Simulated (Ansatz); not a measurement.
Reaction (formal exchange of groups at a C–S bond): `[SiH3]S[CH2][GeH3]` + CH₃OH → `OC[CH2][GeH3]` + `[SiH3]S`

Isolated molecules relaxed with PBE0-D4/def2-TZVP in Ansatz; ΔE leaves out vibrations. CBS: MP2 limit from def2 TZ/QZ plus the TZ coupled-cluster correction, frozen cores. This one scheme is used for every species. For Ge outer-core shells are correlated without core-valence functions, which leaves a few kJ/mol of doubt a bond. Scalar relativity is left out up to krypton. One conformer a species, not always the lowest.

| species | CCSD(T)/CBS(def2) energy (Eh) |
| --- | --- |
| `[SiH3]S[CH2][GeH3]` | -2805.83640 |
| CH₃OH | -115.61712 |
| `OC[CH2][GeH3]` | -2232.18886 |
| `[SiH3]S` | -689.27336 |

Question: Work out ΔE.

Answer: ΔE = (-2232.18886) + (-689.27336) − (-2805.83640) − (-115.61712) = -0.00870 Eh = -5.5 kcal/mol.

Largest T1 diagnostic among the species: 0.011.

The D4 term adds +1.3 kcal/mol with B3LYP and +0.7 kcal/mol with PBE0; it sums over pairs of atoms, weighted by their polarisabilities, and B3LYP, whose exchange is more repulsive, gets the larger term.

B3LYP here is the variant with VWN-RPA as its local correlation; programs differ in this.
